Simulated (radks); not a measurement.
Results of a calculation; reference values are marked as such.
Q: The germanium ion Ge4+, [Ar] 3d10. Code: a radial shooting solver on a logarithmic mesh with Libxc functionals. Model: non-relativistic Kohn-Sham, LDA (Slater exchange, Perdew-Wang correlation), spin-polarised, spherical densities, point nucleus. Every spin shell is full or empty, so the densities are truly spherical. Functionals are evaluated on that one density, not self-consistently. Rank these orbital-free kinetic functionals by their error against the exact value of the orbitals, and give that value: Thomas-Fermi, von Weizsacker, TF + vW/5, LC94, revAPBEK, Perdew 92, Thakkar, LKT, DePristo-Kress, Ernzerhof.

A: Exact: 2068.06 hartree. From best to worst, with 100 (|E| - |E exact|)/|E exact| (equal figures are ties): LC94 -0.06, DePristo-Kress -0.16, revAPBEK +0.25, Ernzerhof -0.44, Thakkar -0.54, Perdew 92 -0.81, TF + vW/5 +3.47, Thomas-Fermi -6.19, LKT +22.83, von Weizsacker -51.69.
